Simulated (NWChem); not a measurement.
System: Si3H6, singlet; SMILES [SiH3][Si][SiH3]

Here is an NWChem input.

```
start job
memory heap 200 mb stack 900 mb global 1100 mb
geometry units angstroms noautosym nocenter noautoz
  Si    -0.000001     0.000002     1.304911
  Si    -1.677076     0.136875    -0.380708
  H     -1.934473    -1.327214    -0.625895
  H     -1.279712     0.755928    -1.686823
  H     -2.960430     0.757238     0.074203
  Si     1.677076    -0.136873    -0.380706
  H      1.934473     1.327215    -0.625896
  H      1.279712    -0.755928    -1.686821
  H      2.960429    -0.757236     0.074205
end
basis spherical
  * library def2-svpd
end
dft
  xc xpbe96 cpbe96
  iterations 150
end
property
  response 1 0.0
end
task dft property
```

NWChem printed, in part:

```
             Northwest Computational Chemistry Package (NWChem) 7.3.0
             --------------------------------------------------------

                             Geometry "geometry" -> ""
                             -------------------------

 Output coordinates in angstroms (scale by  1.889725989 to convert to a.u.)

  No.       Tag          Charge          X              Y              Z
 ---- ---------------- ---------- -------------- -------------- --------------
    1 Si                  14.0000    -0.00000100     0.00000200     1.30491100
    2 Si                  14.0000    -1.67707600     0.13687500    -0.38070800
    3 H                    1.0000    -1.93447300    -1.32721400    -0.62589500
    4 H                    1.0000    -1.27971200     0.75592800    -1.68682300
    5 H                    1.0000    -2.96043000     0.75723800     0.07420300
    6 Si                  14.0000     1.67707600    -0.13687300    -0.38070600
    7 H                    1.0000     1.93447300     1.32721500    -0.62589600
    8 H                    1.0000     1.27971200    -0.75592800    -1.68682100
    9 H                    1.0000     2.96042900    -0.75723600     0.07420500

 Effective nuclear repulsion energy (a.u.)     175.2006556354

  pbe96 is a nonlocal functional; adding pw91lda local functional.
                              NWChem Property Module
                              ----------------------

                                 NWChem DFT Module
                                 -----------------

 Summary of "ao basis" -> "ao basis" (spherical)
 ------------------------------------------------------------------------------
       Tag                 Description            Shells   Functions and Types
 ---------------- ------------------------------  ------  ---------------------
 Si                        def2-svpd                10       24   5s3p2d
 H                         def2-svpd                 4        8   2s2p

            General Information
            -------------------
          SCF calculation type: DFT
          Wavefunction type:  closed shell.
          No. of atoms     :     9
          No. of electrons :    48
           Alpha electrons :    24
            Beta electrons :    24
          Charge           :     0
          Spin multiplicity:     1
          Use of symmetry is: off; symmetry adaption is: off
          Maximum number of iterations: 150
          AO basis - number of functions:   120
                     number of shells:    54
          Convergence on energy requested:  1.00D-06
          Convergence on density requested:  1.00D-05
          Convergence on gradient requested:  5.00D-04

              XC Information
              --------------
          PerdewBurkeErnzerhof Exchange Functional  1.000
            Perdew 1991 LDA Correlation Functional  1.000 local
           PerdewBurkeErnz. Correlation Functional  1.000 non-local

             Grid Information
             ----------------
          Grid used for XC integration:  medium
          Radial quadrature: Mura-Knowles
          Angular quadrature: Lebedev.
          Tag              B.-S. Rad. Rad. Pts. Rad. Cut. Ang. Pts.
          ---              ---------- --------- --------- ---------
          Si                  1.10       88          12.0       590
          H                   0.35       45          14.0       434
          Grid pruning is: on
          Number of quadrature shells:   534
          Spatial weights used:  Erf1

      Superposition of Atomic Density Guess
      -------------------------------------

 Sum of atomic energies:        -869.21229333

      Non-variational initial energy
      ------------------------------

 Total energy =    -869.892259
 1-e energy   =   -1553.580010
 2-e energy   =     508.487095
 HOMO         =      -0.208230
 LUMO         =      -0.099435

   convergence    iter        energy       DeltaE   RMS-Dens  Diis-err
 ---------------- ----- ----------------- --------- --------- ---------
 d= 0,ls=0.0,diis     1   -871.2413378946 -1.05D+03  1.15D-02  2.59D-01
 d= 0,ls=0.0,diis     2   -871.2525982802 -1.13D-02  7.31D-03  7.57D-02
 d= 0,ls=0.0,diis     3   -871.2613649677 -8.77D-03  3.29D-03  4.27D-02
 d= 0,ls=0.0,diis     4   -871.2721476594 -1.08D-02  5.93D-04  9.22D-04
 d= 0,ls=0.0,diis     5   -871.2723538776 -2.06D-04  2.06D-04  1.16D-04
  Resetting Diis
 d= 0,ls=0.0,diis     6   -871.2723800882 -2.62D-05  3.59D-05  3.38D-06
 d= 0,ls=0.0,diis     7   -871.2723808549 -7.67D-07  1.18D-05  1.27D-07
 d= 0,ls=0.0,diis     8   -871.2723808440  1.09D-08  7.42D-06  1.60D-07

         Total DFT energy =     -871.272380843954
      One electron energy =    -1555.598632237570
           Coulomb energy =      573.463453495214
    Exchange-Corr. energy =      -64.337857737006
 Nuclear repulsion energy =      175.200655635408

 Numeric. integr. density =       48.000010919947

                       DFT Final Molecular Orbital Analysis
                       ------------------------------------

 Vector   22  Occ=2.000000D+00  E=-3.037757D-01
              MO Center= -5.0D-06, -3.1D-06, -6.3D-01, r^2= 6.3D+00
   Bfn.  Coefficient  Atom+Function         Bfn.  Coefficient  Atom+Function
  ----- ------------  ---------------      ----- ------------  ---------------
    57      0.239753  4 H  s                105     -0.239756  8 H  s
    65     -0.221760  5 H  s                113      0.221758  9 H  s
    38     -0.207245  2 Si pz                86      0.207246  6 Si pz
    35     -0.178964  2 Si pz                83      0.178965  6 Si pz
    36      0.137672  2 Si px                84      0.137672  6 Si px

 Vector   23  Occ=2.000000D+00  E=-2.418239D-01
              MO Center= -1.0D-06,  1.5D-06,  4.0D-01, r^2= 4.5D+00
   Bfn.  Coefficient  Atom+Function         Bfn.  Coefficient  Atom+Function
  ----- ------------  ---------------      ----- ------------  ---------------
     9      0.294399  1 Si px                12      0.289105  1 Si px
    36     -0.225372  2 Si px                84     -0.225373  6 Si px
    33     -0.178799  2 Si px                81     -0.178799  6 Si px
     6     -0.158511  1 Si px                65      0.150143  5 H  s
   113     -0.150143  9 H  s                 35     -0.129923  2 Si pz

 Vector   24  Occ=2.000000D+00  E=-2.087508D-01
              MO Center= -7.7D-07,  1.6D-06,  9.6D-01, r^2= 3.9D+00
   Bfn.  Coefficient  Atom+Function         Bfn.  Coefficient  Atom+Function
  ----- ------------  ---------------      ----- ------------  ---------------
    14      0.361012  1 Si pz                 3      0.331359  1 Si s
    11      0.323925  1 Si pz                 4      0.251970  1 Si s
     2      0.184678  1 Si s                  8     -0.174072  1 Si pz
    28     -0.163609  2 Si s                 76     -0.163603  6 Si s
    36     -0.131047  2 Si px                84      0.131046  6 Si px

 Vector   25  Occ=0.000000D+00  E=-1.583725D-01
              MO Center= -8.2D-07,  1.8D-06,  9.9D-01, r^2= 3.4D+00
   Bfn.  Coefficient  Atom+Function         Bfn.  Coefficient  Atom+Function
  ----- ------------  ---------------      ----- ------------  ---------------
    13      0.576964  1 Si py                10      0.409071  1 Si py
     7     -0.212867  1 Si py                50      0.145546  3 H  s
    98     -0.145545  7 H  s                 49      0.118266  3 H  s
    97     -0.118266  7 H  s                 12      0.102426  1 Si px
     9      0.081293  1 Si px                57     -0.065728  4 H  s

 Vector   26  Occ=0.000000D+00  E=-2.802794D-02
              MO Center= -9.7D-07,  1.6D-06,  4.8D-01, r^2= 7.9D+00
   Bfn.  Coefficient  Atom+Function         Bfn.  Coefficient  Atom+Function
  ----- ------------  ---------------      ----- ------------  ---------------
    28      1.441210  2 Si s                 76     -1.441212  6 Si s
    29     -1.225830  2 Si s                 77      1.225830  6 Si s
    12      0.497812  1 Si px                58     -0.277173  4 H  s
   106      0.277173  8 H  s                 27      0.254842  2 Si s
    75     -0.254842  6 Si s                  9      0.224587  1 Si px

 Vector   27  Occ=0.000000D+00  E=-2.198447D-02
              MO Center= -1.4D-06,  1.2D-06,  8.6D-02, r^2= 8.2D+00
   Bfn.  Coefficient  Atom+Function         Bfn.  Coefficient  Atom+Function
  ----- ------------  ---------------      ----- ------------  ---------------
     5      1.154331  1 Si s                  4     -0.836409  1 Si s
     3     -0.286344  1 Si s                 48     -0.183921  2 Si d  2
    96     -0.183921  6 Si d  2              38      0.162231  2 Si pz
    86      0.162233  6 Si pz                 2     -0.156740  1 Si s
    37      0.152927  2 Si py                85     -0.152929  6 Si py

     Multipole analysis of the density
     ---------------------------------

     L   x y z        total         alpha         beta         nuclear
     -   - - -        -----         -----         ----         -------
     0   0 0 0     -0.000000    -24.000000    -24.000000     48.000000

     1   1 0 0      0.000000      0.000014      0.000014     -0.000028
     1   0 1 0      0.000001     -0.000055     -0.000055      0.000111
     1   0 0 1      0.008218     -2.955137     -2.955137      5.918491

     2   2 0 0    -34.813380   -208.530645   -208.530645    382.247911
     2   1 1 0      0.305337     13.920299     13.920299    -27.535260
     2   1 0 1      0.000004     -0.000061     -0.000061      0.000126
     2   0 2 0    -31.626652    -27.128658    -27.128658     22.630665
     2   0 1 1     -0.000004     -0.000033     -0.000033      0.000061
     2   0 0 2    -35.573179    -79.177822    -79.177822    122.782464

 *** CALLING NEW AORESP DRIVER FOR CLOSED AND OPEN SHELLS ***
 Entering AOResponse driver routine

--------------------------------------------------------------------------------

          -----------------------------------------------
          Solving response equations for perturbing field
          -----------------------------------------------

 number of frequencies:     1
 frequency in a.u.:  0.0000000E+00
 Perturbing field: electric
 Using El. Dipole Length Gauge

 Setting up CPKS with frequency omega =      0.00000000 a.u.

 STATIC response

                                NWChem CPHF Module
                                ------------------

  scftype          =     RHF
  nclosed          =       24
  nopen            =        0
  variables        =     2304
  # of vectors     =        3
  tolerance        = 0.10D-03
  level shift      = 0.00D+00
  max iterations   =       50
  max subspace     =       30

 SCF residual:    1.0880161292345199E-004

Iterative solution of linear equations
  No. of variables     2304
  No. of equations        3
  Maximum subspace       30
        Iterations       50
       Convergence  1.0D-04

   iter   nsub   residual    time
   ----  ------  --------  ---------
     1      3    9.28D+00      24.9
     2      6    1.69D+00      28.5
     3      9    3.27D-01      32.3
     4     12    2.85D-02      36.1
     5     15    6.30D-03      39.7
     6     18    2.50D-03      44.5
     7     21    2.06D-04      49.3
     8     24    5.12D-05      54.0

 Electric Dipole Response Matrix (nonzero elements):

              1        2        3
    1  126.1762  -3.2917   0.0000
    2   -3.2917  77.7706   0.0000
    3    0.0000   0.0000 104.8058

 ------------------------------------------
 average:       102.91754 + I       0.00000

 DFT Linear Response polarizability / au
 Frequency  =       0.0000000 / au
              X              Y              Z
 -----------------------------------------------
 X     126.1762055     -3.2917279      0.0000108
 Y      -3.2917432     77.7706222      0.0000241
 Z       0.0000108      0.0000241    104.8057788
 -----------------------------------------------
 Eigenvalues =     126.3990274     77.5478003    104.8057788
 Isotropic   =     102.9175355
 Anisotropic =      42.4011094
 -----------------------------------------------

 Magnetic Dipole Response Matrix (nonzero elements):

 Exiting AOResponse driver routine
```

Level: PBE/def2-SVPD. Low-valent species are run as closed-shell singlets; no triplet was tried in these runs. The geometry was optimised at PBE0/def2-SVP.
